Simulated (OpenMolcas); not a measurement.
Ir5+ among 3 point charges of -2 e arranged as a planar triangle (D3h).

```
Program             : OpenMolcas
Method              : SS-CASPT2, IPEA 0.25 Eh, imaginary shift 0.1 Eh (closed shells correlated: 4f 5s 5p)
Basis               : ANO-RCC-VDZP [7s6p4d2f]
Scalar Hamiltonian  : DKH2, point nucleus
Active space        : 4 electrons in 5 orbitals (5d)
State averaging     : 2S+1 = 5 even, 5 roots; 2S+1 = 3 even, 45 roots; 2S+1 = 1 even, 50 roots
Spin-orbit coupling : RASSI with atomic mean-field integrals over the reference wave functions
```

All point charges move together. At R = 1.98 Å the first state of the same spin is 13170 cm-1, and at R = 2.2 Å it is 9540 cm-1.

Q: A third run gives 7130 cm-1. What distance was it run at?

A: With a power law R^-n the two known points give n = -ln(9540 / 13170) / ln(2.2 / 1.98) = 3.06. Then R = 1.98 × (13170 / 7130)^(1/3.06) = 2.420 Å. The run was at 2.42 Å, so the estimate is off by 0 Å.

Roots that are degenerate in the reference are averaged as groups; the widest CASPT2 spread within a group is 160 cm-1 (the 2-fold group of multiplicity 5 near 0 cm-1 above the lowest state of its run, R = 1.98). Shifts and gaps below about the spread of the groups concerned are not significant. Point charges give a weaker field than real ligands, and real ions of this kind are as a rule low spin; the high spin found here belongs to the model. Free-ion shares, where given, are those of the reference states; single-state CASPT2 does not remix them. Spin-orbit coupling mixes the spin-free states strongly: the lowest level takes only 61 % from its leading state, 5E (figures for R = 1.98; the like holds for R = 2.2, R = 2.42). An orbital doublet at a regular site is open to a Jahn-Teller distortion, which this geometry leaves out (holds for R = 1.98; R = 2.2). Point charges carry no covalency, so the field is a model and not that of real ligands. No measured value stands beside these numbers.
